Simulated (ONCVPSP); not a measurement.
How hard is this W (Z = 74) ONCV potential?

ONCVPSP 4.0.1 input, shortened (lines: element, Z, core and valence counts, functional; n l f; lmax; l rc ep ncon nbas qcut; lloc lpopt rc5 dvloc0; l nproj debl; icmod fcfact rcfact), PBEsol, scalar-relativistic:

```
  W 74.00    9    5  -116133      upf
    1    0    2.00
    2    0    2.00
    2    1    6.00
    3    0    2.00
    3    1    6.00
    3    2   10.00
    4    0    2.00
    4    1    6.00
    4    2   10.00
    4    3   14.00
    5    0    2.00
    5    1    6.00
    5    2    4.00
    6    0    1.50
    3
    0    1.80    0.00    3    6    8.30
    1    1.90    0.00    4    8    6.90
    2    1.95    0.00    4    8    5.70
    3    1.00    0.00    3    8   19.50
    4    5    0.95   -1.00
    0    2    2.20
    1    2    2.60
    2    2    3.60
    3    2    3.70
    0    0.00    0.00
```

For each optimised wave give the share of its norm inside rc, the residual kinetic energy above qcut (Ha) and the cutoffs (Ha) for errors of 10, 1, 0.1 and 0.01 mHa per electron.

| wave | norm inside rc | residual KE | 10 mHa | 1 mHa | 0.1 mHa | 0.01 mHa |
| --- | --- | --- | --- | --- | --- | --- |
| 5s | 0.966 | 2.0e-07 | 15.0 | 19.7 | 23.5 | 26.4 |
| 6s | 0.085 | 2.0e-08 | 12.4 | 18.6 | 23.4 | 27.1 |
| 5p | 0.921 | 9.5e-07 | 8.8 | 11.1 | 13.5 | 19.7 |
| p projector 2 | 0.084 | 6.7e-06 | 7.7 | 10.3 | 18.2 | 23.2 |
| 5d | 0.555 | 9.7e-05 | 10.4 | 13.4 | 16.8 | 50.7 |
| d projector 2 | 0.166 | 1.6e-03 | 12.8 | 17.2 | 30.5 | 69.5 |
| 4f | 0.899 | 3.0e-07 | 131.4 | 149.1 | 163.3 | 174.4 |
| f projector 2 | 0.034 | 1.4e-07 | 114.6 | 137.8 | 155.8 | 169.9 |

The occupied waves need 149 Ha and 163 Ha for 1 and 0.1 mHa. Note: ghosts flagged at negative energy: s at -83.5 eV; GHOST(+) flagged for p at 135.8 eV. A true bound ghost makes a file unfit for plane-wave use. 4 of 4 tests not solved or not reliable.
